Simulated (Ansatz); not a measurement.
System: C3HFNS (charge 0, doublet). It need not be the lowest isomer of its formula. 
Geometry from a B3LYP-D3(BJ)/def2-TZVP (Ansatz, a program for electronic structure) optimisation:
```
N
C 1 1.3048
C 1 1.3563 2 111.11
F 3 1.3241 1 119.03 2 180.00
C 3 1.3512 4 126.61 1 -180.00
H 2 1.0797 1 123.52 3 -180.00
S 5 1.7076 3 111.84 4 -180.00
```
Charge 0, spin multiplicity 2.

Basis-set convergence of Hartree-Fock and MP2 correlation energies (hartree) with Ansatz. Valence correlation only, unless marked. UHF or UKS for open shells. No spin-orbit coupling. Non-relativistic.

The UHF reference is spin-contaminated (<S^2> 0.39 over the pure value in the largest basis). 

```csv
basis,functions,E(HF),"E(corr, MP2)"
cc-pV(D+d)Z,98,-665.52491,-0.80496
cc-pV(T+d)Z,203,-665.61690,-1.01773
cc-pV(Q+d)Z,369,-665.63979,-1.09693
```

Extrapolating the two largest sets (X = 3 and 4) as X^-3: E(corr) = (64·(-1.09693) - 27·(-1.01773))/37 = -1.1547 Eh, an estimate of the basis-set limit. The largest set recovers 95.0 % of it, the smallest 69.7 %.
